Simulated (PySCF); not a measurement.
## 31P chemical shifts

All values are calculated (PySCF 2.14): NMR shieldings at PBE0/pcSseg-1/GIAO, coordinates at the GFN2-xTB level. A single conformation, non-relativistic, gas phase, averaged over atoms made equivalent by symmetry, fast rotation or ring inversion.

Shieldings were converted by a linear fit to measured shifts: 31P (scatter 18.1 ppm rms vs H3PO4, solution or neat liquid). Occasional misses reach two or three times the rms, and more in compound classes unlike the fitted ones.

Q: Give the 31P shifts of `C=C/C(C)=P\c1ccsc1`.

A: 
| compound | environment | δ (ppm) |
| --- | --- | --- |
| C=C/C(C)=P\c1ccsc1 | phosphorus bonded to 2 C | 216.8 |

Q: Order these by 31P shift, lowest first.
A. CC[P@TB11](C)(C)(C)CC
B. C=Cc1pc(C2CC2)cs1
C. C=Cc1cccpc1SC
D. S=[P@@H]1CCc2ccccc21

A: A (-126.5 ppm, phosphorus bonded to 5 C), D (10.8 ppm, phosphorus bonded to 2 C, S, H, in a 5-membered ring), C (167.7 ppm, phosphorus bonded to 2 C, in a 6-membered ring), B (213.1 ppm, phosphorus bonded to 2 C, in a 5-membered ring).
